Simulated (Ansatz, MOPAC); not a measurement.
Noncovalent pair: H2S (SMILES S) (first 3 atoms) with GeH4 (SMILES [GeH4]); geometry from B3LYP-D3(BJ)/def2-TZVP, rigid monomers moved along the line of their centres of mass till S1···Ge4 is 3.48 Å.
(charge 0, multiplicity 1):
```csv
atom,x (Å),y (Å),z (Å)
S,0.2669,1.8733,0.6899
H,-1.0639,1.8593,0.8654
H,0.2462,0.7260,-0.0072
Ge,-0.1318,-0.4598,3.2398
H,-0.9040,0.8164,3.6004
H,1.3708,-0.1631,3.1663
H,-0.6234,-0.9912,1.8846
H,-0.3913,-1.5292,4.3157
```

Counterpoise-corrected where a basis set is named; no monomer relaxation.

Correlated levels freeze the cores. Filled d and f shells under p-block atoms count as core. CBS: X⁻³ extrapolation of the correlation energy, Hartree–Fock from the larger set. The state reached by PM7 isn't checked; PM7 holds dispersion and hydrogen-bond terms.

Codes used: Ansatz (a program for electronic structure); MOPAC for PM7 (differences of heats of formation). Values without a source in brackets are computed.

Give the interaction energy at the level PM7.

-7 kJ/mol
